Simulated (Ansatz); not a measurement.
Coupled-cluster diagnostics for the cluster PbCl₂, Ansatz.

Geometry of the singlet (PBE0-D4/def2-TZVP):

```xyz
3

Pb   -1.006    0.140   -0.305
Cl    0.260    1.179    1.525
Cl    0.746   -1.318   -1.221
```

In the def2 sets Pb takes a core potential; there is no spin–orbit coupling. Correlated methods freeze 14 core orbitals; core or outer-core shells of Pb are correlated, in sets that lack core-valence functions. At PBE0-D4/def2-TZVP a singlet of charge 0 lies 3.21 eV below the triplet, each at its own geometry. At PBE0-D4/def2-TZVP a singlet of charge 0 lies 7.54 eV below the quintet, each at its own geometry. The structure comes from a short search, and lower isomers may exist.

Geometry of the charge 0 triplet (PBE0-D4/def2-TZVP):

```
atom   x (Å)   y (Å)   z (Å)
 Pb1   0.344  -0.641  -0.043
 Cl2  -2.095  -0.678  -0.488
 Cl3   1.750   1.319   0.531
```

Geometry of the charge 0 quintet (PBE0-D4/def2-TZVP):

```xyz
3

Pb    0.000    0.001    0.000
Cl   -1.789   -1.372    2.475
Cl    1.789    1.371   -2.476
```

**Question.** Estimate the CCSD(T) correlation energy, the shares of MP2 and (T), T1 and the reference's ⟨S²⟩ for: charge 0, singlet, own geometry in def2-TZVPP; charge 0, triplet, own geometry in def2-TZVPP; charge 0, quintet, own geometry in def2-TZVPP; charge 1, doublet, vertical in def2-TZVPP; and the rough time on 4 threads of Arm Neoverse V2 on a shared host.

**Answer.** 
```
                          state       basis  correlation (eV)  MP2 share (%)  (T) share (%)     T1  ⟨S²⟩ (pure)  wall time
charge 0, singlet, own geometry  def2-TZVPP           -21.591           96.6            3.4  0.014  0.00 (0.00)      4.2 s
charge 0, triplet, own geometry  def2-TZVPP           -21.143           95.3            3.5  0.018  2.05 (2.00)       11 s
charge 0, quintet, own geometry  def2-TZVPP           -19.535           94.5            2.5  0.009  6.03 (6.00)       40 s
    charge 1, doublet, vertical  def2-TZVPP           -21.038           94.9            3.8  0.037  0.81 (0.75)       21 s
```
Customary marks for T1 are 0.02 (closed shells), 0.045 (open shells) and about 0.05 (3d metals). T1 exceeds 0.02 in 1 of 4 rows and 0.045 in 0; the higher it lies, the less the single-reference result can be trusted.
